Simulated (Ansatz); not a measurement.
Si₃₉H₄₄⁺, a nanocrystal cut from hexagonal silicon. The state is a doublet with charge 1. Geometry PBE-D4/def2-SVP, that of the neutral singlet; atoms count from 1.

```xyz
83

Si    4.259   -0.594    2.525
Si    2.623   -1.696    3.805
Si    1.615   -0.269    5.402
Si    1.972   -4.137    0.899
Si    0.987   -2.553    2.350
Si   -0.701   -3.583    3.622
Si   -0.647    0.078    4.836
Si   -1.582   -2.054    5.199
Si   -2.363   -4.406    2.177
Si    4.989    2.130   -0.086
Si    3.328    1.160    1.270
Si    2.389    2.858    2.622
Si    2.696   -1.316   -1.603
Si    1.688   -3.424   -1.323
Si    1.694    0.261   -0.156
Si    0.032   -0.784    1.133
Si    0.055    2.892    2.312
Si   -0.938    0.778    2.611
Si   -0.613   -3.225   -1.777
Si   -1.594   -1.636   -0.328
Si   -3.306   -2.673    0.898
Si   -3.239    0.983    2.149
Si   -4.437   -1.048    2.193
Si    4.051    3.932   -1.277
Si    3.385    1.500   -4.154
Si    2.423   -0.624   -3.835
Si    2.383    3.064   -2.686
Si    0.733    2.016   -1.383
Si   -0.239    3.598    0.082
Si    0.118   -0.465   -4.286
Si   -0.938   -2.549   -4.006
Si   -0.871    1.122   -2.840
Si   -2.547    0.136   -1.533
Si   -2.523    3.828   -0.416
Si   -3.513    1.725   -0.071
Si   -3.245   -2.329   -4.429
Si   -4.198   -0.741   -2.952
Si   -1.808    2.868   -4.098
Si   -2.795    4.474   -2.664
H     5.361   -0.062    3.408
H     4.865   -1.581    1.556
H     3.261   -2.861    4.528
H     1.636   -0.974    6.737
H     2.385    1.017    5.550
H     3.439   -4.271    1.225
H     1.322   -5.483    1.106
H    -0.082   -4.744    4.366
H    -1.276    1.096    5.759
H    -1.171   -2.505    6.580
H    -3.088   -2.035    5.152
H    -1.733   -5.399    1.230
H    -3.433   -5.120    2.967
H     6.145    2.591    0.768
H     5.506    1.103   -1.064
H     2.790    2.683    4.062
H     2.927    4.191    2.159
H     4.168   -1.415   -1.276
H     2.306   -4.403   -2.295
H    -0.604    3.878    3.249
H    -1.286   -4.559   -1.547
H    -4.286   -3.276   -0.083
H    -3.843    1.985    3.105
H    -4.716   -1.542    3.587
H    -5.765   -0.771    1.528
H     5.106    4.639   -2.094
H     3.462    4.924   -0.308
H     4.871    1.442   -3.894
H     3.179    1.941   -5.582
H     3.048   -1.646   -4.757
H     1.728    4.166   -3.486
H     0.467    4.921   -0.112
H    -0.076    0.010   -5.708
H    -0.315   -3.562   -4.938
H    -3.147    4.841    0.517
H    -4.993    1.801   -0.379
H    -3.920   -3.666   -4.246
H    -3.458   -1.888   -5.856
H    -5.283   -1.385   -2.124
H    -4.820    0.386   -3.739
H    -0.733    3.513   -4.937
H    -2.849    2.302   -5.032
H    -2.149    5.820   -2.885
H    -4.264    4.603   -2.979
```

Single mean-field runs in def2-SVP are fitted with def2-universal-jkfit.

(1) Estimate the Mulliken populations of the heavy atoms from the PBE0/def2-SVP orbitals of Ansatz.

(2) Where does the spin sit?

(3) And the Mayer bond orders between heavy atoms (over 0.3, the first 40 of 56)?

Answers

(1) 
```csv
atom,charge (e),spin (α − β)
Si1,0.18,0.02
Si2,-0.02,0.01
Si3,0.09,0.00
Si4,0.20,0.01
Si5,-0.28,0.08
Si6,-0.03,0.01
Si7,-0.04,0.04
Si8,0.10,0.00
Si9,0.13,0.01
Si10,0.13,0.00
Si11,-0.29,0.01
Si12,0.16,0.00
Si13,0.01,0.01
Si14,-0.05,0.03
Si15,-0.11,0.07
Si16,-0.02,0.05
Si17,0.00,0.04
Si18,-0.20,0.01
Si19,0.02,0.01
Si20,-0.17,0.06
Si21,-0.03,0.02
Si22,0.00,0.04
Si23,0.10,0.00
Si24,0.09,0.00
Si25,0.13,0.00
Si26,-0.05,0.02
Si27,-0.05,0.01
Si28,-0.16,0.06
Si29,0.03,0.01
Si30,0.03,-0.01
Si31,-0.06,0.02
Si32,-0.20,0.03
Si33,-0.19,0.07
Si34,-0.05,0.02
Si35,0.03,0.02
Si36,0.10,0.00
Si37,0.14,0.01
Si38,0.14,0.04
Si39,0.10,0.01
```
Mulliken values depend strongly on the basis.

(2) Summed by element: Si 0.88, H 0.12, of 1 unpaired in all. Largest on single atoms: Si5 0.08, Si15 0.07, Si33 0.07.

(3) Si1–Si2 0.94 (2.35 Å); Si1–Si11 0.90 (2.35 Å); Si2–Si3 0.92 (2.37 Å); Si2–Si5 0.92 (2.35 Å); Si3–Si7 0.93 (2.36 Å); Si4–Si5 0.90 (2.36 Å); Si4–Si14 0.91 (2.35 Å); Si5–Si6 0.91 (2.35 Å); Si5–Si16 0.85 (2.35 Å); Si6–Si8 0.92 (2.37 Å); Si6–Si9 0.94 (2.35 Å); Si7–Si8 0.93 (2.36 Å); Si7–Si18 0.87 (2.35 Å); Si9–Si21 0.92 (2.35 Å); Si10–Si11 0.92 (2.35 Å); Si10–Si24 0.94 (2.35 Å); Si11–Si12 0.90 (2.36 Å); Si11–Si15 0.92 (2.35 Å); Si12–Si17 0.93 (2.35 Å); Si13–Si14 0.91 (2.35 Å); Si13–Si15 0.90 (2.36 Å); Si13–Si26 0.90 (2.35 Å); Si14–Si19 0.92 (2.35 Å); Si15–Si16 0.92 (2.35 Å); Si15–Si28 0.86 (2.35 Å); Si16–Si18 0.92 (2.36 Å); Si16–Si20 0.94 (2.35 Å); Si17–Si18 0.91 (2.36 Å); Si17–Si29 0.89 (2.36 Å); Si18–Si22 0.91 (2.36 Å); Si19–Si20 0.90 (2.36 Å); Si19–Si31 0.90 (2.35 Å); Si20–Si21 0.91 (2.35 Å); Si20–Si33 0.87 (2.35 Å); Si21–Si23 0.92 (2.37 Å); Si22–Si23 0.92 (2.36 Å); Si22–Si35 0.89 (2.36 Å); Si24–Si27 0.94 (2.35 Å); Si25–Si26 0.93 (2.35 Å); Si25–Si27 0.91 (2.37 Å).
